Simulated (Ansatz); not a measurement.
The lowest singlet and triplet of GeH2 (SMILES [GeH2]); geometries from B3LYP-D3(BJ)/def2-TZVP, each state relaxed from the structure named, with no frequency check.
Singlet (charge 0, multiplicity 1):
| atom | x (Å) | y (Å) | z (Å) |
|---|---|---|---|
| Ge | -0.0002 | 0.0661 | 0.0000 |
| H | -1.1338 | -1.0621 | 0.0000 |
| H | 1.1409 | -1.0545 | 0.0000 |
Triplet (charge 0, multiplicity 3):
```xyz
3

Ge    -0.00013     0.04577     0.00000
H     -1.33530    -0.73614     0.00000
H      1.33953    -0.72841     0.00000
```

A positive gap puts the triplet lower; no zero-point energy. R- takes a restricted singlet. U- takes an unrestricted singlet (broken symmetry where lower, unprojected). The triplet is unrestricted in single-reference levels.

Cores are frozen in the correlated methods. Filled d and f shells under p-block atoms count as core.

Run with Ansatz (a first-principles code) with Gaussian orbitals. 

Q: One of these levels gives -0.941 eV for the gap E(singlet) − E(triplet), adiabatic. Which?
A) U-SVWN5/def2-TZVPP
B) R-HF/cc-pVQZ
C) U-CCSD(T)/cc-pVDZ (spin-contaminated)

A: C, U-CCSD(T)/cc-pVDZ (spin-contaminated). The others give -0.382 (R-HF/cc-pVQZ), -1.079 (U-SVWN5/def2-TZVPP)

Doubts at one or more of the structures used: a restricted determinant that unrestricted orbitals would lower (R-HF/cc-pVQZ); T1 above 0.05 (U-CCSD(T)/cc-pVDZ (spin-contaminated)).
